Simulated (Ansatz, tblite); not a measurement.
Removing and adding an electron: the cluster Ag₂O (the lowest singlet isomer of a short search). The state is a singlet with charge 0. Geometry: PBE0-D4/def2-TZVP. Ansatz, gas phase; energy differences of separate SCF runs; the oxidised species was run as a doublet alone; the reduced species was run as a doublet alone.

```xyz
3

Ag   -0.4275    1.5064   -0.1121
Ag   -0.4394   -1.5070    0.0213
O     0.8670    0.0006    0.0908
```

In the def2 sets Ag takes a core potential; there is no spin–orbit coupling. The xTB rows come from tblite. The structure comes from a short search, and lower isomers may exist.

```json
{"level": "GFN1-xTB", "−HOMO (eV)": "10.25", "vertical IE (eV)": "13.88", "−LUMO (eV)": "7.86", "vertical EA (eV)": "3.95", "HOMO–LUMO gap (eV)": "2.39", "IE − EA (eV)": "9.93", "remarks": "–"}
{"level": "GFN2-xTB", "−HOMO (eV)": "9.76", "vertical IE (eV)": "13.42", "−LUMO (eV)": "7.09", "vertical EA (eV)": "4.23", "HOMO–LUMO gap (eV)": "2.67", "IE − EA (eV)": "9.19", "remarks": "–"}
{"level": "PBE-D4/def2-TZVP", "−HOMO (eV)": "4.91", "vertical IE (eV)": "7.95", "−LUMO (eV)": "3.64", "vertical EA (eV)": "–", "HOMO–LUMO gap (eV)": "1.27", "IE − EA (eV)": "–", "remarks": "–"}
{"level": "PBE-D4/def2-TZVPD", "−HOMO (eV)": "4.92", "vertical IE (eV)": "–", "−LUMO (eV)": "3.65", "vertical EA (eV)": "1.43", "HOMO–LUMO gap (eV)": "1.27", "IE − EA (eV)": "–", "remarks": "HOMO above zero (-1 doublet)"}
{"level": "r2SCAN-D4/def2-TZVP", "−HOMO (eV)": "5.00", "vertical IE (eV)": "7.64", "−LUMO (eV)": "3.36", "vertical EA (eV)": "–", "HOMO–LUMO gap (eV)": "1.64", "IE − EA (eV)": "–", "remarks": "–"}
{"level": "r2SCAN-D4/def2-TZVPD", "−HOMO (eV)": "5.01", "vertical IE (eV)": "–", "−LUMO (eV)": "3.37", "vertical EA (eV)": "1.38", "HOMO–LUMO gap (eV)": "1.64", "IE − EA (eV)": "–", "remarks": "HOMO above zero (-1 doublet)"}
{"level": "PBE0-D4/def2-TZVP", "−HOMO (eV)": "6.03", "vertical IE (eV)": "7.41", "−LUMO (eV)": "2.62", "vertical EA (eV)": "–", "HOMO–LUMO gap (eV)": "3.41", "IE − EA (eV)": "–", "remarks": "–"}
{"level": "PBE0-D4/def2-TZVPD", "−HOMO (eV)": "6.04", "vertical IE (eV)": "–", "−LUMO (eV)": "2.63", "vertical EA (eV)": "1.18", "HOMO–LUMO gap (eV)": "3.41", "IE − EA (eV)": "–", "remarks": "HOMO above zero (-1 doublet)"}
```

   A HOMO above zero means that the electron is unbound at that level or that self-interaction error raises the level; the energy of removing that electron tells which. Raw xTB energy differences between charge states are shifted by several eV; the methods need an empirical correction for them.
